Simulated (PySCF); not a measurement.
Bond curve of LiAs

Set-up: basis Li pcseg-1, As pcseg-1; no relativity; PySCF 2.14. Energies in eV from Li + As in their ground configurations at the same level. State: ³Σ⁻ (triplet), unpaired electrons π ↑↑.

```json
{"R (Å)": "2.091", "TPSSh": "-1.347", "B97-3": "-1.372", "PBE0": "-1.269"}
{"R (Å)": "2.188", "TPSSh": "-1.563", "B97-3": "-1.587", "PBE0": "-1.481"}
{"R (Å)": "2.285", "TPSSh": "-1.688", "B97-3": "-1.708", "PBE0": "-1.600"}
{"R (Å)": "2.358", "TPSSh": "-1.734", "B97-3": "-1.752", "PBE0": "-1.643"}
{"R (Å)": "2.431", "TPSSh": "-1.750", "B97-3": "-1.765", "PBE0": "-1.655"}
{"R (Å)": "2.504", "TPSSh": "-1.741", "B97-3": "-1.753", "PBE0": "-1.642"}
{"R (Å)": "2.601", "TPSSh": "-1.700", "B97-3": "-1.708", "PBE0": "-1.596"}
{"R (Å)": "2.723", "TPSSh": "-1.615", "B97-3": "-1.617", "PBE0": "-1.506"}
{"R (Å)": "2.869", "TPSSh": "-1.482", "B97-3": "-1.477", "PBE0": "-1.368"}
{"R (Å)": "3.063", "TPSSh": "-1.281", "B97-3": "-1.264", "PBE0": "-1.161"}
```

Task: Put a parabola through the three lowest points of the TPSSh curve and estimate Re, k and ωe (reduced mass 6.415 u; 1 eV/Å² = 0.16022 mdyn/Å; ωe = 1302.8·√(k/μ) cm⁻¹).

Result: Through R = 2.358, 2.431, 2.504 Å the second-order coefficient is 2.35 eV/Å², so Re ≈ 2.441 Å, k ≈ 0.752 mdyn/Å and ωe ≈ 446 cm⁻¹. A polynomial fit of higher order to the unrounded TPSSh energies gives Re = 2.439 Å, k = 0.719 mdyn/Å, ωe = 436 cm⁻¹; anharmonicity and rounding make the difference.

The higher-order fit for each curve: TPSSh: Re = 2.439 Å, ωe = 436 cm⁻¹, De = 1.75 eV; B97-3: Re = 2.430 Å, ωe = 444 cm⁻¹, De = 1.76 eV; PBE0: Re = 2.427 Å, ωe = 443 cm⁻¹, De = 1.65 eV.

Spin–orbit coupling is left out. The state was picked by a PBE0 search and need not be the measured ground state.
